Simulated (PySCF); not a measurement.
**Spinor energies of Pr⁴⁺ (praseodymium, charge +4)**

Start: [Xe] 4f1; 4f5/2 filled at m_j = +5/2. Calculated with PySCF 2.14 in x2c-SVPall-2c (7s10p9d3f1g, 112 functions): generalised Hartree-Fock with the X2C-1e Hamiltonian and a Gaussian nucleus; one run each with spin-orbit coupling (SO) switched off, then screened by Boettger's factors.

```tsv
spinor shell	electrons	ε, spin-free (eV)	ε, screened SO (eV)	weight of nominal j (screened SO)	rms radius, screened SO (bohr)
1s1/2	2	-42243.9	-42237.9	1.000	0.0275
2s1/2	2	-6953.1	-6951.2	1.000	0.111
2p1/2	2	-6220.6	-6558.4	1.000	0.0958
2p3/2	4	-6220.6	-6072.2	1.000	0.102
3s1/2	2	-1591.3	-1590.6	1.000	0.290
3p1/2	2	-1354.0	-1422.6	1.000	0.282
3d3/2	4	-1020.4	-1032.9	1.000	0.266
3d5/2	6	-1020.4	-1011.5	1.000	0.269
4s1/2	2	-379.29	-379.08	1.000	0.658
4p1/2	2	-298.42	-313.92	0.998	0.679
4p3/2	4	-298.42	-291.40	0.999	0.705
4d3/2	4	-178.90	-182.18	0.969	0.766
4d5/2	6	-178.90	-176.52	0.980	0.775
5s1/2	2	-91.851	-91.811	1.000	1.57
5p1/2	2	-67.860	-70.586	0.985	1.67
5p3/2	4	-67.860	-66.622	0.993	1.74
4f5/2	1	-60.070	-60.203	0.991	1.01
```

Where does 3p3/2 lie, and what is the 3p spin-orbit splitting (screened SO)?

At -1323.5 eV, 99.061 eV above 3p1/2.

```json
{"quantity": "E (hartree)", "spin-free": "-9228.18312", "screened SO": "-9232.47831"}
{"quantity": "M_J", "spin-free": "5/2", "screened SO": "5/2"}
{"quantity": "⟨J²⟩", "spin-free": "9.766", "screened SO": "8.819"}
{"quantity": "⟨L²⟩", "spin-free": "12.010", "screened SO": "12.053"}
{"quantity": "⟨S²⟩", "spin-free": "0.751", "screened SO": "0.794"}
```

Each row is a mean over spinors that exchange with the open shell spreads, by up to 7.026 eV (4d3/2).

⟨J²⟩ departs a little from M_J(M_J + 1) because the unrestricted spinors polarise the closed shells.

Breit and QED terms are absent; they matter most for the inner s and p1/2 levels.

Densities and radii are taken from the X2C orbitals without a picture-change correction, which distorts them close to the nucleus.

Without spin-orbit coupling the j labels of p, d and f shells carry no meaning; the spin-free column gives the mean over the occupied spinors of each nl shell, and its ⟨J²⟩ belongs to a mixture of degenerate components.
